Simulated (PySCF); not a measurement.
# Ni³⁺ (nickel, charge +3) across methods

[Ar] 3d7, high-spin 4F determinant. All numbers are calculated (PySCF 2.14, scalar relativity by spin-free X2C-1e, in x2c-TZVPPall). The B2PLYP total includes its PT2 part (frozen core); its orbital energies are those of the SCF part.

```json
{"method": "LDA", "E (hartree)": "-1515.442", "mean ε 3p β (eV)": "-108.43", "mean ε 3d α (eV)": "-48.721", "mean ε 3d β (eV)": "-45.685", "Σ⟨r²⟩ (bohr²)": "13.05", "⟨S²⟩": "3.751"}
{"method": "MN15", "E (hartree)": "-1519.138", "mean ε 3p β (eV)": "-112.90", "mean ε 3d α (eV)": "-52.357", "mean ε 3d β (eV)": "-48.734", "Σ⟨r²⟩ (bohr²)": "13.00", "⟨S²⟩": "3.752"}
{"method": "PBE0", "E (hartree)": "-1518.061", "mean ε 3p β (eV)": "-112.58", "mean ε 3d α (eV)": "-51.607", "mean ε 3d β (eV)": "-48.585", "Σ⟨r²⟩ (bohr²)": "12.94", "⟨S²⟩": "3.751"}
{"method": "BP86", "E (hartree)": "-1518.495", "mean ε 3p β (eV)": "-108.39", "mean ε 3d α (eV)": "-48.444", "mean ε 3d β (eV)": "-45.843", "Σ⟨r²⟩ (bohr²)": "13.00", "⟨S²⟩": "3.751"}
{"method": "r2SCAN", "E (hartree)": "-1518.262", "mean ε 3p β (eV)": "-109.54", "mean ε 3d α (eV)": "-48.952", "mean ε 3d β (eV)": "-46.081", "Σ⟨r²⟩ (bohr²)": "12.92", "⟨S²⟩": "3.751"}
{"method": "PBE", "E (hartree)": "-1518.017", "mean ε 3p β (eV)": "-108.30", "mean ε 3d α (eV)": "-48.442", "mean ε 3d β (eV)": "-45.711", "Σ⟨r²⟩ (bohr²)": "13.03", "⟨S²⟩": "3.751"}
{"method": "HSE06", "E (hartree)": "-1518.072", "mean ε 3p β (eV)": "-112.16", "mean ε 3d α (eV)": "-51.157", "mean ε 3d β (eV)": "-48.164", "Σ⟨r²⟩ (bohr²)": "12.95", "⟨S²⟩": "3.751"}
{"method": "UHF", "E (hartree)": "-1517.03723", "mean ε 3p β (eV)": "-123.94", "mean ε 3d α (eV)": "-60.179", "mean ε 3d β (eV)": "-56.144", "Σ⟨r²⟩ (bohr²)": "12.76", "⟨S²⟩": "3.753"}
{"method": "B2PLYP", "E (hartree)": "-1518.015", "mean ε 3p β (eV)": "-116.88", "mean ε 3d α (eV)": "-54.815", "mean ε 3d β (eV)": "-51.533", "Σ⟨r²⟩ (bohr²)": "12.89", "⟨S²⟩": "3.752"}
```
